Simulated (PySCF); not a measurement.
Si(H)2(Et)(NH2) (C₂H₉NSi), SMILES [SiH2](CC)N. Atoms are numbered in the order given.

```xyz
13

Si     0.7072    -0.4203     0.4599
N      1.5093     0.7870    -0.5044
C     -1.0343    -0.6897    -0.1993
C     -1.8804     0.5868    -0.2427
H      1.5311    -1.6628     0.3459
H      0.5907    -0.0856     1.9250
H      1.1631     1.7426    -0.4780
H      2.5254     0.8015    -0.4978
H     -0.9520    -1.1274    -1.2104
H     -1.5251    -1.4554     0.4294
H     -1.9855     1.0411     0.7572
H     -2.8974     0.3947    -0.6220
H     -1.4276     1.3435    -0.9052
```

Geometry: r2SCAN-D4/def2-SVP. Other conformers were not sampled.

Two levels are set side by side: PBE/pcSseg-1 (PySCF) and KT2/pcSseg-1 (PySCF). GIAO shifts against NH3 (¹⁵N), TMS (²⁹Si), TMS (¹H), TMS (¹³C) at the same level; non-relativistic, no solvent, atoms listed together averaged. Differences are taken from unrounded values.

```csv
quantity,KT2
δ(²⁹Si) of Si1 (ppm),-27.2
δ(¹⁵N) of N2 (ppm),8.8
δ(¹³C) of C3 (ppm),13.0
δ(¹³C) of C4 (ppm),11.7
```

Problem. What does PBE give, and how far is it from KT2? (The exact figures need the calculation; the answer reports its results.)

Solution. 
| quantity | PBE | PBE minus KT2 |
|---|---|---|
| δ(²⁹Si) of Si1 (ppm) | -28.3 | -1.0 |
| δ(¹⁵N) of N2 (ppm) | 11.1 | 2.3 |
| δ(¹³C) of C3 (ppm) | 12.8 | -0.1 |
| δ(¹³C) of C4 (ppm) | 11.5 | -0.2 |

Rough cost on one machine, each run with all the roots and properties that it gave: KT2 against PBE within a factor of 2.
